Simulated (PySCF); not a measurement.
Molecule: `[SiH2](OC)F`, CH₅FOSi.

Cartesian coordinates in Å; atom numbers follow the order of the lines, from 1:
```xyz
9

C    -1.4033   -0.0611   -0.6659
O    -0.1519    0.5723   -0.6903
Si    1.2264    0.0074    0.0031
F     1.7750   -1.2866   -0.8074
H    -2.1789    0.6773   -0.9175
H    -1.6383   -0.4798    0.3300
H    -1.4528   -0.8794   -1.4041
H     2.2340    1.0866   -0.0956
H     0.9649   -0.4498    1.3963
```

Geometry PBE0-D3(BJ)/def2-SVP throughout; GIAO in PySCF, gas phase, one conformer, non-relativistic; equivalent atoms averaged; functional PBE0.

For orientation, cc-pVDZ gives these absolute shieldings σ: C1 145.2, O2 293.9, Si3 434.6, F4 346.4, H8/H9 26.57, H5/H6/H7 27.61 ppm.

A run gave: C1 130.3, O2 289.7, Si3 371.2, F4 338.4, H8/H9 26.52, H5/H6/H7 27.48 ppm (absolute shieldings σ).

Q: Which basis set was used in that run?
A. def2-SVP
B. pcSseg-0
C. 6-31G*
D. pcSseg-1

A: D. C1 tells them apart best: pcSseg-1 gives 130.3, pcSseg-0 gives 135.9, 6-31G* gives 142.9, def2-SVP gives 143.3 ppm.
